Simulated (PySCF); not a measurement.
**Electron correlation in Ti³⁺ (titanium, charge +3)**

[Ar] 3d1, 2D determinant. Calculation: PySCF 2.14, in ANO-RCC-VTZP (6s5p3d2f1g, 59 functions); scalar relativity by spin-free X2C-1e. Frozen: [Ne]; 9 electrons correlated.

| level | correlation energy (mhartree) |
| --- | --- |
| CCSD | -287.31 |
| (T) | -5.71 |
| CCSD(T) | -293.02 |

Diagnostics: T1 = 0.0025, D1 = 0.0057, largest double amplitude 0.039.

Cost of the coupled-cluster step: roughly 5 core-seconds, for 9 correlated electrons.

Iterations:

```
CC2 = 0
CCSD nocc = (np.int64(5), np.int64(4)), nmo = (54, 54)
frozen orbitals [[0, 1, 2, 3, 4], [0, 1, 2, 3, 4]]
max_cycle = 100
direct = 0
conv_tol = 1e-08
conv_tol_normt = 1e-06
diis_space = 8
diis_start_cycle = 0
Init t2, MP2 energy = -0.259801163610818
Init E_corr(UCCSD) = -0.259801163613559
cycle = 1  E_corr(UCCSD) = -0.282451828744266  dE = -0.0226506651  norm(t1,t2) = 0.0260716
cycle = 2  E_corr(UCCSD) = -0.286231948954736  dE = -0.00378012021  norm(t1,t2) = 0.00642395
cycle = 3  E_corr(UCCSD) = -0.287354979772167  dE = -0.00112303082  norm(t1,t2) = 0.00199381
cycle = 4  E_corr(UCCSD) = -0.287314406661483  dE = 4.05731107e-05  norm(t1,t2) = 0.000200205
cycle = 5  E_corr(UCCSD) = -0.287313042725222  dE = 1.36393626e-06  norm(t1,t2) = 2.14128e-05
cycle = 6  E_corr(UCCSD) = -0.287313607222069  dE = -5.64496847e-07  norm(t1,t2) = 5.45259e-06
cycle = 7  E_corr(UCCSD) = -0.287313607991692  dE = -7.69623032e-10  norm(t1,t2) = 9.63128e-07
UCCSD converged
E(UCCSD) = -851.3767558664889  E_corr = -0.2873136079916924
UCCSD(T) correction = -0.00571104808231264
```
